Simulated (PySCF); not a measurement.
## Working with the constants of TbO

UHF constants of TbO, octet, about 8.1 electrons in the 4f shell (Mulliken), real f orbitals that mix terms (PySCF, spin-free X2C with a Gaussian nucleus, basis sets Tb x2c-SVPall, O x2c-SVPall; masses 158.9253 and 15.9949 u):

```
ωe              : 881.0 cm⁻¹
ωexe            : 2.52 cm⁻¹
Be              : 0.35815 cm⁻¹
αe              : 0.00132 cm⁻¹
D (centrifugal) : 2.37e-07 cm⁻¹
```

Problem. Give the vibrational terms G(v) and spacings up to v = 6.

Solution. G(v) = ωe(v+½) − ωexe(v+½)².

```tsv
v	G(v) (cm⁻¹)	G(v) − G(v−1)	Bv (cm⁻¹)
0	439.9		0.3575
1	1315.8	876.0	0.3562
2	2186.8	870.9	0.3548
3	3052.6	865.9	0.3535
4	3913.5	860.8	0.3522
5	4769.3	855.8	0.3509
6	5620.0	850.8	0.3496
```

Spin–orbit coupling is left out, which matters for elements this heavy, above all for dissociation energies. Hartree–Fock leaves out correlation, which carries a large part of most bond energies and some tenths to 1 eV of ionisation energies. The state is the lowest single determinant that the PBE0 search found; with open d or f shells the true ground state can be another one.
